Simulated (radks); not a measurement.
Values are calculated unless marked as measured or tabulated.
Question: The bismuth ion Bi58+, 25 electrons, occupied as [Ar] 3d7. Code: a radial shooting solver on a logarithmic mesh with Libxc functionals. Model: scalar-relativistic Kohn-Sham, BLYP, spin-polarised, spherical densities, finite nucleus; open shells are filled with parallel spins first (spin-orbit coupling, left out, can overturn this in heavy ions); Fermi nuclear charge, rms radius 5.5211 fm. Some entries of the table are withheld. Estimate them.

orbital  occ.  eigenvalue (eV)  r(max) (bohr)  <1/r> (bohr^-1)
1s up       1        -94412.95       0.009662            103.2
1s down     1        -94412.74       0.009662            103.2
2s up       1        -19993.67        0.05611            24.34
2s down     1        -19978.53        0.05608            24.36
2p up       3        -17656.26        0.04679            21.30
2p down     3        -17643.79        0.04677            21.31
3s up       1        -7338.432         0.1554            9.357
3s down     1        -7320.636         0.1555            9.342
3p up       3        -6661.858         0.1549            8.487
3p down     3        -6644.194         0.1550            8.472
3d up       5        -6044.124         0.1248              (1)
3d down     2        -6022.126         0.1250              (2)
4s up       0              (3)         0.3211            4.703
4s down     0              (4)         0.3215            4.694
4p up       0        -3471.713            (5)            4.356
4p down     0        -3465.109            (6)            4.346

Answer: 
(1) 3d up <1/r> (bohr^-1): 7.960
(2) 3d down <1/r> (bohr^-1): 7.950
(3) 4s up eigenvalue (eV): -3733.433
(4) 4s down eigenvalue (eV): -3726.529
(5) 4p up r(max) (bohr): 0.3302
(6) 4p down r(max) (bohr): 0.3307
